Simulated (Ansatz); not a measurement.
`[F][Zn][CH2][SiH3]` + `C[O][SnH]([OH])[Cl]` → `C[O][SnH]([Cl])[O][SiH3]` + `[CH3][Zn][F]`  (ligand exchange at the Si–C bond)

Program: Ansatz. Geometries: PBE0-D4/def2-TZVP. ΔE: electronic, gas phase. CCSD(T)/CBS is the MP2 limit (def2-TZVPP, def2-QZVPP) plus CCSD(T) − MP2 in def2-TZVPP, frozen cores. def2 core potentials past Kr. For Sn, Zn outer-core shells are correlated without core-valence functions, which leaves a few kJ/mol of doubt a bond. Scalar relativity is left out up to krypton. One conformer a species, not always the lowest.

`[F][Zn][CH2][SiH3]`:

Cartesian coordinates in Å:
```
F -1.677 -0.784 -3.101
Zn -0.828 -0.788 -1.568
C 0.100 -0.800 0.107
Si 0.399 0.904 0.806
H -0.488 -1.395 0.812
H 1.054 -1.315 -0.043
H 1.205 1.719 -0.145
H 1.128 0.854 2.104
H -0.894 1.606 1.028
```

`C[O][SnH]([OH])[Cl]`:

Z-matrix (Å, degrees):
```
C
O 1 1.411
H 1 1.093 2 107.7
H 1 1.097 2 112.0 3 118.6
H 1 1.096 2 112.4 3 -119.1
Sn 2 1.945 1 122.2 3 170.4
Cl 6 2.325 2 105.6 1 -40.8
O 6 1.938 2 104.5 1 -157.1
H 6 1.692 2 116.4 1 82.3
H 8 0.961 6 112.7 2 41.2
```

`C[O][SnH]([Cl])[O][SiH3]`:

```xyz
13

C    -0.765   -2.039   -0.346
O    -1.663   -0.999   -0.679
Sn   -1.023    0.812   -0.933
Cl    0.671    0.744   -2.515
O    -0.159    1.374    0.709
Si    1.362    1.329    1.316
H    -0.309   -1.886    0.639
H    -1.336   -2.970   -0.318
H     0.034   -2.148   -1.088
H    -2.298    1.837   -1.334
H     2.225    2.357    0.676
H     1.279    1.596    2.774
H     1.983   -0.008    1.099
```

`[CH3][Zn][F]`:

Cartesian coordinates in Å:
```
C -0.408 -0.552 -0.278
Zn 0.646 0.874 0.440
F 1.613 2.182 1.098
H -0.786 -0.284 -1.266
H 0.192 -1.459 -0.369
H -1.258 -0.761 0.374
```

```
                   species  MP2/CBS(def2) energy (Eh)
      `[F][Zn][CH2][SiH3]`                -2208.33224
     `C[O][SnH]([OH])[Cl]`                 -865.20959
`C[O][SnH]([Cl])[O][SiH3]`                -1155.50728
            `[CH3][Zn][F]`                -1918.07373
```

Work out ΔE.

ΔE = (-1155.50728) + (-1918.07373) − (-2208.33224) − (-865.20959) = -0.03918 Eh = -102.9 kJ/mol. CCSD(T)/CBS gives -101.6 kJ/mol.

Largest T1 diagnostic among the species: 0.016.

The D4 term adds −4.5 kJ/mol with B3LYP and −3.0 kJ/mol with PBE0; it sums over pairs of atoms, weighted by their polarisabilities, and B3LYP, whose exchange is more repulsive, gets the larger term. From PBE to PBE0 (25 % exact exchange), in def2-TZVPP and without D4, ΔE moves by −4.5 kJ/mol. In def2-TZVPP, CCSD(T) changes the Hartree–Fock value by +15.4 kJ/mol (the triples alone add +2.1 kJ/mol) and MP2 by +14.2 kJ/mol.

B3LYP here is the variant with VWN-RPA as its local correlation; programs differ in this.
